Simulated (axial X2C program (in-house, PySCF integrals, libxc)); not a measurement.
# Worked dissociation energy of CsN: B3LYP, without spin–orbit coupling

Computed with an in-house relativistic program for diatomic molecules. Spin-free means the one-electron spin-free X2C Hamiltonian. Basis: Cs dyall-cv3z [15s15p9d4f1g], N dyall-av3z [7s7p3d2f] (cores contracted in-house); Gaussian nuclei, density fitting, unrestricted open shells. Masses: Cs 132.905 u, N 14.003 u.

Molecular state: M_S = 1, Λ = 0 (beyond evenly filled blocks: π+α, π-α).

```
E(Cs) (2M_S = 1, M_L = 0) : -7786.271073 hartree
E(N) (2M_S = 3, M_L = 0)  : -54.636862 hartree
E(CsN) at Re              : -7840.955957 hartree
ωe                        : 260.7 cm⁻¹
ωexe                      : 2.17 cm⁻¹
```

Work out De and D0.

De = -7786.271073 + (-54.636862) − (-7840.955957) = 0.04802 hartree = 1.307 eV. The zero-point energy is ωe/2 − ωexe/4 = 130 cm⁻¹ = 0.016 eV, so D0 = 1.291 eV.

The state is a single determinant with fixed occupations, the lowest that a limited PBE0 search found. Dissociation energies refer to the lowest single-determinant-based atoms at the same level and basis. PBE0 can misorder states that lie within some tenths of an eV, so this need not be the ground state of the molecule. The nearest other spin-free determinant of the search, M_S = 1, Λ = 1, lies 0.16 eV up at the distance of the search. The determinant is spin-polarised beyond a pure state at some levels (its spin-free form has ⟨S²⟩ too high), which makes Re and μ there less reliable.

Each atomic determinant is the lowest at this level and need not be a pure term. Totals compare only within one Hamiltonian and basis.
